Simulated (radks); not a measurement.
Spherical quantum dot in the effective-mass picture: electrons in a hard-walled sphere of radius 1.78, all in effective atomic units (hartree* = m*/eps^2 hartree, bohr* = eps/m* bohr), one dielectric constant everywhere. Calculated with a radial shooting solver with Libxc functionals: non-relativistic Kohn-Sham, LDA (Slater exchange, Perdew-Wang correlation), spin-polarised, spherical densities. Levels are named by radial order and angular momentum (1s, 1p, 1d, 2s, ...), and open shells are averaged over m. Results are scaled to m* = 0.414 and eps = 6.4, for which hartree* = 275 meV and bohr* = 0.8181 nm.

N = 13, configuration 1s2 1p6 1d(up 5, down 0). This is the lowest configuration that the search found. Occupied and some empty levels:

level,occupation,eigenvalue (meV),<r> (nm)
1s up,1,3131.5,0.8444
1s down,1,3181.9,0.8382
1p up,3,3458.0,0.9309
1p down,3,3514.0,0.9288
1d up,5,3938.0,0.9886
1d down,0,3996.5,0.9880
2s up,0,4449.1,0.6877
2s down,0,4479.9,0.6899
1f up,0,4551.4,1.031
1f down,0,4610.7,1.031
2p up,0,5279.6,0.7729
2p down,0,5316.6,0.7725

Energy (meV): total 29428.7, kinetic 13841, external 0, Hartree 18367, exchange-correlation -2778.8.

Electron density:

r (nm),n(r) (e/nm^3)
0.111,0.4531
0.220,0.5664
0.329,0.7622
0.438,1.040
0.547,1.381
0.656,1.730
0.765,2.001
0.874,2.085
0.982,1.897
1.09,1.436
1.20,0.8224
1.31,0.2870
1.42,0.01823
